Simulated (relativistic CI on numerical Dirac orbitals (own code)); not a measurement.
# Sb⁵⁰⁺: sensitivity of the levels to the model

Base calculation: Dirac-Coulomb-Breit CI, separate exchange-only KLI orbitals for each configuration, QED by a radiative potential.

Configuration list: 1s, 2s, 2p, 3s, 3p, 3d, 4s, 4p, 4d, 4f, 5s, 5p, 5d, 5f, 5g, 6s, 6p, 6d. Levels of other configurations are missing.

Variants: (1) QED terms removed; (2) non-relativistic limit. Shifts of the energy above 1s ²S1/2, in eV, for the lowest level and the first level of each name with at least 55 % of one term (blank where a level changes its place among those of its configuration and J or its character, or is not in the variant):

| Level | Base | Δ(1) | Δ(2) |
| --- | --- | --- | --- |
| 1s ²S1/2 | 0.0 | 0.0 | 0.0 |
| 2p ²P°1/2 | 27407.8 | +36.1 | -867.5 |
| 2s ²S1/2 | 27413.7 | +30.5 | -873.3 |
| 2p ²P°3/2 | 27743.9 | +35.5 | -1203.7 |
| 3p ²P°1/2 | 32590.2 | +36.2 | -1135.0 |
| 3s ²S1/2 | 32592.0 | +34.6 | -1136.7 |
| 3d ²D3/2 | 32689.9 | +36.3 | -1234.6 |
| 3p ²P°3/2 | 32690.1 | +36.1 | -1234.8 |
| 3d ²D5/2 | 32720.9 | +36.2 | -1265.7 |
| 4p ²P°1/2 | 34390.1 | +36.2 | -1214.6 |
| 4s ²S1/2 | 34390.8 | +35.6 | -1215.3 |
| 4d ²D3/2 | 34432.0 | +36.3 | -1256.5 |
| 4p ²P°3/2 | 34432.1 | +36.2 | -1256.6 |
| 4f ²F°5/2 | 34445.1 | +36.3 | -1269.6 |
| 4d ²D5/2 | 34445.2 | +36.2 | -1269.6 |
| 4f ²F°7/2 | 34451.6 | +36.3 | -1276.1 |
| 5p ²P°1/2 | 35217.3 | +36.3 | -1245.5 |
| 5s ²S1/2 | 35217.6 | +35.9 | -1245.9 |
| 5d ²D3/2 | 35238.7 | +36.3 | -1266.9 |
| 5p ²P°3/2 | 35238.7 | +36.2 | -1266.9 |
| 5f ²F°5/2 | 35245.4 | +36.3 | -1273.6 |
| 5d ²D5/2 | 35245.4 | +36.3 | -1273.6 |
